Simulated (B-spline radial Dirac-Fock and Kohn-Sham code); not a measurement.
# Binding energies of Nd⁴⁵⁺ at several levels of theory

System: Nd⁴⁵⁺, configuration [Ne] 3s2 3p3.

The density-functional columns are spherical, spin-unpolarised Dirac-Kohn-Sham results without Breit or QED terms: −ε is minus the orbital energy of the initial state and ΔSCF the difference of two total energies. The reference in the last column comes from Dirac-Fock (average of configuration) total-energy differences with a finite nucleus, the Breit interaction including its frequency dependence, and self-energy and vacuum-polarisation corrections. All numbers are from a radial finite-basis atomic code, in eV; a selection of levels is shown. The Kohn-Sham columns are given as differences from the reference. For the 1s level of heavy atoms much of the gap between ΔSCF and the reference is the Breit and QED part, -174.6 eV here; for other levels the error of the functional can be larger.

```tsv
level	LDA −ε − DF	LDA ΔSCF − DF	Dirac-Fock
K (1s)	-302.7	+164.6	46577.7
L1 (2s)	-154.9	-41.0	9988.6
L3 (2p3/2)	-119.3	+8.0	9082.1
M1 (3s)	-46.8	+0.7	3924.4
M2,3 (3p)	-42.8	+6.4	3706.7
```

Values without a named source are computed, but for edge energies of neutral atoms, which are taken from tables.
